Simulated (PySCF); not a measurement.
Input of a run (PBE0-D3(BJ)/def2-SVP geometry optimisation, gas phase (PySCF 2.14.0)), started from GFN2-xTB:
```
{"job": {"xc": "PBE0", "basis": "def2-SVP", "d3": "d3bj", "grid": 1, "kind": "geom"}, "charge": 0, "multiplicity": 1}
Cl    -2.974597    -1.187770     0.136265
C     -1.938874     0.175740    -0.062441
C     -0.633075     0.079726    -0.024717
C      0.607313    -0.123235     0.027211
C      1.911151    -0.212685     0.061964
Br     3.041171     1.299970    -0.159998
H     -2.453533     1.110127    -0.219618
H      2.449502    -1.132460     0.216771
```

Output (energies in Eh, forces in Eh/bohr):
```
step   0  E = -3186.68086602  max force = 0.013349
step   1  E = -3186.68084022  max force = 0.007000
step   2  E = -3186.68182066  max force = 0.004269
step   3  E = -3186.68219519  max force = 0.005053
step   4  E = -3186.68237194  max force = 0.001134
step   5  E = -3186.68239788  max force = 0.000607
step   6  E = -3186.68240311  max force = 0.000598
step   7  E = -3186.68241025  max force = 0.000259
optimisation converged
```

Question: Summarise the run.

Answer: The energy falls by 0.97 kcal/mol over 8 energy and gradient evaluations, the largest force component goes from 0.0133 to 2.6e-04 Eh/bohr, and the atoms move by 0.043 Å rms after alignment. The bond that changes most is C5–Br6 (outer carbon of cumulated double bonds to vinyl bromine), which shortens by 0.024 Å. Bonds longer at the end by more than 0.005 Å: 5 of 7; shorter: 1. Among the angles that change most is C3–C4–C5, from 174.6° to 179.6°. The energy rose by more than 1e-6 Eh at step 1.

Question: What are the final bond lengths?

Answer: Cl1–C2 1.723 Å, C2=C3 1.319 Å, C3=C4 1.271 Å, C4=C5 1.316 Å, C5–Br6 1.878 Å, C2–H7 1.094 Å, C5–H8 1.093 Å. Numbering counts from 1 in the input's order; the species is `ClC=C=C=CBr`.

The run used 116 basis functions and 60 SCF cycles in all. Hardware: one thread, Intel Xeon 6975P-C (x86_64), no GPU, shared host with 192 logical CPUs at a one-minute load of 13. Cost: 21 s of wall time, 0.60 GiB resident at most.

No frequency check.
